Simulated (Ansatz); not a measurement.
Reaction (ligand exchange at a Ga–C bond): `C=N[CH2][GaH][OH]` + HBr → `[OH][GaH][Br]` + `C=NC`

Gas-phase electronic energies from Ansatz, PBE0-D4/def2-TZVP geometries. CCSD(T)/CBS adds triple-zeta CCSD(T) − MP2 to the extrapolated MP2 energy (def2 sets, frozen cores). DFT in def2-TZVPP. B3LYP here is the variant with VWN-RPA as its local correlation; programs differ in this. For Br, Ga outer-core shells are correlated without core-valence functions, which leaves a few kJ/mol of doubt a bond. Scalar relativity is left out up to krypton. Each species was taken in one conformer, which may not be the lowest.

| level | ΔE (kJ/mol) | difference from CCSD(T)/CBS |
| --- | --- | --- |
| PBE0-D4 | -147.5 | -3.0 |
| B3LYP-D4 | -146.3 | -1.8 |
| B2PLYP | -151.8 | -7.3 |
| PBE | -143.2 | 1.3 |
| PBE0 | -151.0 | -6.5 |
| MP2/def2-TZVPP | -147.0 | -2.5 |
| SCS-MP2/def2-TZVPP | -150.2 | -5.7 |
| CCSD(T)/def2-TZVPP | -145.8 | -1.3 |
| HF/CBS(def2) | -180.2 | -35.7 |
| MP2/CBS(def2) | -145.8 | -1.3 |
| CCSD(T)/CBS | -144.5 | 0 |

Largest T1 diagnostic among the species: 0.014.

In def2-TZVPP, CCSD(T) changes the Hartree–Fock value by +34.8 kJ/mol (the triples alone add +3.6 kJ/mol) and MP2 by +33.5 kJ/mol. The D4 term adds +6.1 kJ/mol with B3LYP and +3.5 kJ/mol with PBE0; it sums over pairs of atoms, weighted by their polarisabilities, and B3LYP, whose exchange is more repulsive, gets the larger term. From PBE to PBE0 (25 % exact exchange), in def2-TZVPP and without D4, ΔE moves by −7.9 kJ/mol.
